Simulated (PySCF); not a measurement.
Isomers of C3H10GeSi, mass 147.976 u with the commonest isotopes. Theory: PySCF, PBE0-D3(BJ)/def2-SVP geometry optimisation, gas phase. One conformer each, none proved a minimum here; rigid rotors.

Problem. Order these by rotational constant A, largest first.
A. `[CH2:1]=[C:2]([CH3:3])[GeH2:4][SiH3:5]` with C1–C2–Ge4–Si5 -115°
B. `[CH2:1]=[CH:2][GeH2:3][CH2:4][SiH3:5]` with C1–C2–Ge3–C4 3°, C2–Ge3–C4–Si5 179°
C. `[SiH3:1][GeH2:2][CH:3]1[CH2:4][CH2:5]1` with Si1–Ge2–C3–C4 -78°
D. `[CH2:1]=[CH:2][SiH2:3][CH2:4][GeH3:5]` with C1–C2–Si3–C4 -3°, C2–Si3–C4–Ge5 -177°
E. `[CH2:1]=[CH:2][Si@H:3]([CH3:4])[GeH3:5]` with C1–C2–Si3–C4 124°
F. `[CH2:1]=[CH:2][CH2:3][GeH2:4][SiH3:5]` with C1–C2–C3–Ge4 104°, C2–C3–Ge4–Si5 51°

Solution. D (7937 MHz), B (5616 MHz), C (4861 MHz), A (3598 MHz), F (3433 MHz), E (2828 MHz).

Problem. Order these by rotational constant B, smallest first.
A. `[CH2:1]=[CH:2][GeH2:3][CH2:4][SiH3:5]` with C1–C2–Ge3–C4 3°, C2–Ge3–C4–Si5 179°
B. `[SiH3:1][GeH2:2][CH:3]1[CH2:4][CH2:5]1` with Si1–Ge2–C3–C4 -78°
C. `[CH2:1]=[CH:2][CH2:3][GeH2:4][SiH3:5]` with C1–C2–C3–Ge4 104°, C2–C3–Ge4–Si5 51°
D. `[CH2:1]=[CH:2][Si@H:3]([CH3:4])[GeH3:5]` with C1–C2–Si3–C4 124°
E. `[CH2:1]=[C:2]([CH3:3])[GeH2:4][SiH3:5]` with C1–C2–Ge4–Si5 -115°
F. `[CH2:1]=[CH:2][SiH2:3][CH2:4][GeH3:5]` with C1–C2–Si3–C4 -3°, C2–Si3–C4–Ge5 -177°

Solution. F (828.6 MHz), A (1196 MHz), B (1399 MHz), C (1436 MHz), E (1508 MHz), D (1559 MHz).

Problem. Order these by rotational constant C, smallest first.
A. `[CH2:1]=[CH:2][SiH2:3][CH2:4][GeH3:5]` with C1–C2–Si3–C4 -3°, C2–Si3–C4–Ge5 -177°
B. `[CH2:1]=[CH:2][GeH2:3][CH2:4][SiH3:5]` with C1–C2–Ge3–C4 3°, C2–Ge3–C4–Si5 179°
C. `[CH2:1]=[CH:2][Si@H:3]([CH3:4])[GeH3:5]` with C1–C2–Si3–C4 124°
D. `[CH2:1]=[C:2]([CH3:3])[GeH2:4][SiH3:5]` with C1–C2–Ge4–Si5 -115°
E. `[CH2:1]=[CH:2][CH2:3][GeH2:4][SiH3:5]` with C1–C2–C3–Ge4 104°, C2–C3–Ge4–Si5 51°
F. `[SiH3:1][GeH2:2][CH:3]1[CH2:4][CH2:5]1` with Si1–Ge2–C3–C4 -78°

Solution. A (768.0 MHz), B (1017 MHz), C (1098 MHz), E (1125 MHz), F (1172 MHz), D (1285 MHz).

```csv
SMILES,point group,Ia (u·Å²),Ib (u·Å²),Ic (u·Å²),κ,μa (D),μb (D),μc (D)
C=[C](C)[GeH2][SiH3],C1,140.45,335.15,393.28,-0.81,0.59,0.33,0.09
C=[CH][GeH2][CH2][SiH3],near Cs,89.99,422.40,496.97,-0.92,0.92,0.87,0.01
C=C[SiH2][CH2][GeH3],near Cs,63.67,609.89,658.08,-0.98,0.70,0.99,0.00
C=C[Si@H](C)[GeH3],C1,178.68,324.08,460.45,-0.47,0.99,0.19,0.43
C=C[CH2][GeH2][SiH3],C1,147.23,351.94,449.40,-0.73,0.31,0.22,0.36
[SiH3][GeH2][CH]1CC1,C1,103.97,361.31,431.07,-0.88,0.85,0.26,0.23
```
